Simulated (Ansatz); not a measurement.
Coupled-cluster diagnostics for the cluster B4F2, Ansatz.

Geometry of the singlet (PBE-D4/def2-SVP):

```xyz
6

B    -0.612   -0.210    0.377
B     0.609    0.222   -0.374
B    -1.874   -0.659    1.153
B     1.875    0.658   -1.153
F    -2.925   -1.031    1.800
F     2.926    1.019   -1.803
```

Correlated methods freeze 6 core orbitals. The geometry of the singlet was relaxed on an unsound state (restricted singlet, unstable towards broken spin symmetry at other levels and untested here). Another isomer (singlet) lies 0.85 eV lower at PBE0-D4/def2-TZVP; other spin states weren't run for this one.

Q: Estimate the CCSD(T) correlation energy, the shares of MP2 and (T), T1 and the reference's ⟨S²⟩ for: charge 0, singlet, own geometry in def2-TZVPP; and the rough time on 4 threads of Arm Neoverse V2 on a shared host.

A: 
| state | basis | correlation (eV) | MP2 share (%) | (T) share (%) | T1 | ⟨S²⟩ (pure) | wall time | remarks |
| --- | --- | --- | --- | --- | --- | --- | --- | --- |
| charge 0, singlet, own geometry | def2-TZVPP | -25.355 | 91.8 | 5.6 | 0.069 | 0.00 (0.00) | 64 s | large T1 (0.069), restricted SCF unstable |
Customary marks for T1 are 0.02 (closed shells), 0.045 (open shells) and about 0.05 (3d metals). T1 exceeds 0.02 in 1 of 1 rows and 0.045 in 1; the higher it lies, the less the single-reference result can be trusted.
